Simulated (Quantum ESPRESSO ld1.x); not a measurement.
Values are calculated unless marked as measured or tabulated.
Q: Radial electron density D(r) = 4 pi r^2 rho(r) of an atom or ion with 64 electrons. Level of theory: scalar-relativistic Kohn-Sham, LDA (Slater exchange, VWN5 correlation), spin-polarised, spherical densities, point nucleus (ld1.x of Quantum ESPRESSO 7.5).

```
   r/bohr * D(r) (the largest magnitude, 112, reaches the edge; | marks zero)
 0.001937 |     *
 0.002626 |         *
 0.003587 |              *
 0.004862 |                    *
 0.006589 |                            *
 0.009001 |                                    *
   0.0122 |                                         *
  0.01653 |                                         *
  0.02259 |                                      *
  0.03061 |                                     *
  0.04182 |                                            *
  0.05668 |                                                      *
  0.07681 |                                                      *
   0.1049 |                                            *
   0.1422 |                                            *
   0.1927 |                                                 *
   0.2633 |                                 *
   0.3569 |                     *
   0.4837 |                         *
   0.6607 |                   *
   0.8955 |         *
    1.214 |     *
    1.658 |  *
    2.247 |*
    3.045 *
     4.16 *
    5.638 *
    7.642 *
    10.44 *
```

What is the nuclear charge?

A: Z = 65. The innermost maximum, from 1s, lies near gamma/Z bohr with gamma = sqrt(1 - (Z/c)^2) = 0.880, here 0.0135 bohr (found: 0.0149), and its height grows with Z. The density is that of the terbium ion Tb+ in [Xe] 4f9 6s1; the configuration itself is not fixed sharply by these data, and Z only to a few units. D(r) has 4 maxima, at r = 0.0149, 0.0665, 0.185, 0.507 bohr, and minima at 0.0285, 0.121, 0.363 bohr, inside which lie 1.94, 11.13, 29.42 electrons.
